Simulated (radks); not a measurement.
Results of a calculation; reference values are marked as such.
Question: These are the eigenvalues of the occupied orbitals of an atom or ion with whole-number occupations (eV). Level of theory: non-relativistic Kohn-Sham, LB94 model potential, spin-polarised, spherical densities, point nucleus (a radial shooting solver on a logarithmic mesh with Libxc functionals).

orbital  eigenvalue
1s down   -52453.36
1s up     -52453.14
2s up     -11302.82
2s down   -11302.71
2p up     -10980.56
2p down   -10976.60
3s up     -4636.001
3s down   -4621.137
3p up     -4517.024

Which element is it, and in what charge state? The configuration may be excited. Open shells, if any, are filled with parallel spins first.

Answer: Z = 65, terbium, charge +51: Tb51+ in [Ne] 3s2 3p2. The list shows which subshells hold electrons but not how many an open one holds; the 1s level, -1927.6 hartree, gives Z - s = 62.1 by -(Z - s)^2/2, which with screening narrows Z to a few neighbours, and the depths of the outer levels then fix element, charge and occupations together.
